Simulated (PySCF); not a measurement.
[Rb3O]+, singlet: molecular constants

Method: PBE/[O def2-TZVP, Rb def2-TZVP with ECP28], scalar-relativistic core potentials, density fitting, no spin–orbit coupling, PySCF.

The structure is a minimum.

```xyz
4
charge 1 multiplicity 1, angstrom
O     0.0000    0.0000    0.0000
Rb    0.0025    0.0000    2.5384
Rb    2.1971    0.0000   -1.2713
Rb   -2.1995    0.0000   -1.2671
```

* Point group: D3h
* Bond lengths: O–Rb 2.538 Å (×3), Rb–Rb 4.397 Å (×3)
* Bond angles: O–Rb–Rb 30.0° (×6), Rb–O–Rb 120.0° (×3), Rb–Rb–Rb 60.0° (×3)
* Zero-point energy: 6.5 kJ/mol
* Principal polarisabilities: 80.7, 154.7, 154.8 bohr³
* Highest occupied level: -5.86 eV
* Rotational constants: 0.02054, 0.02054, 0.01027 cm⁻¹
* Enthalpy at 298.15 K above 0 K: 19.62 kJ/mol
* Dipole moment about the centre of mass: 0.00 D
* Rotational symmetry number: 6
* Lowest empty level: -4.39 eV
* Heat capacity Cp at 298.15 K: 79.0 J/(mol K)
* Principal quadrupole moments (Buckingham, traceless) about the centre of mass: -34.65, 17.32, 17.33 D Å
* Entropy at 298.15 K and 1 bar: 370.4 J/(mol K)

Harmonic modes (masses in u: O 15.995, Rb 84.912):
```json
{"symmetry": "e'", "ω (cm⁻¹)": "59", "IR (km/mol, summed over degenerate members)": "3.4"}
{"symmetry": "a1'", "ω (cm⁻¹)": "128", "IR (km/mol, summed over degenerate members)": "0.0"}
{"symmetry": "a2''", "ω (cm⁻¹)": "140", "IR (km/mol, summed over degenerate members)": "71.4"}
{"symmetry": "e'", "ω (cm⁻¹)": "352", "IR (km/mol, summed over degenerate members)": "280"}
```

In D3h the vibrations span 2e' + a1' + a2''. The a1' mode carries no infrared intensity, as symmetry demands.

Charges (e):
| atom | Mulliken | Löwdin | polar tensor | Mayer order to O1 |
| --- | --- | --- | --- | --- |
| O1 | -1.13 | -0.89 | -1.27 | – |
| Rb2,3,4 | 0.71 | 0.63 | 0.76 | 0.48 |

Mulliken populations on O1: s 3.96, p 5.16, d 0.00, f 0.00.

Other isomers or separated fragments may lie lower.

The final relaxation and frequency run took 56 s on 4 threads of a shared Intel Xeon @ 2.70GHz host, with 130 basis functions and 9 gradients; the process peaked at 1.2 GiB.
